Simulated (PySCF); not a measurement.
## Two-component Hartree-Fock for Sr²⁶⁺ (strontium, charge +26)

Start: [Ne] 3s2. Calculated with PySCF 2.14 in an even-tempered Gaussian basis (18 s from 1.2 bohr⁻², ratio 2.6; 13 p from 1.6 bohr⁻², ratio 2.6; 6 d from 1.7 bohr⁻², ratio 2.8; 4 f from 25 bohr⁻², ratio 2.8): generalised Hartree-Fock with the X2C-1e Hamiltonian and a Gaussian nucleus; spin-orbit coupling (SO) screened by Boettger's factors.

| spinor shell | electrons | ε, screened SO (eV) | weight of nominal j (screened SO) | rms radius, screened SO (bohr) |
| --- | --- | --- | --- | --- |
| 1s1/2 | 2 | -17473.4 | 1.000 | 0.0450 |
| 2s1/2 | 2 | -3468.7 | 1.000 | 0.183 |
| 2p1/2 | 2 | -3268.0 | 1.000 | 0.160 |
| 3s1/2 | 2 | -1328.3 | 1.000 | 0.446 |

Q: Where does 2p3/2 lie, and what is the 2p spin-orbit splitting (screened SO)?

A: At -3196.3 eV, 71.724 eV above 2p1/2.

| quantity | screened SO |
| --- | --- |
| E (hartree) | -2712.96594 |
| M_J | 0 |
| ⟨J²⟩ | 0.000 |
| ⟨L²⟩ | 0.002 |
| ⟨S²⟩ | 0.002 |

Breit and QED terms are absent; they matter most for the inner s and p1/2 levels.

Densities and radii are taken from the X2C orbitals without a picture-change correction, which distorts them close to the nucleus.
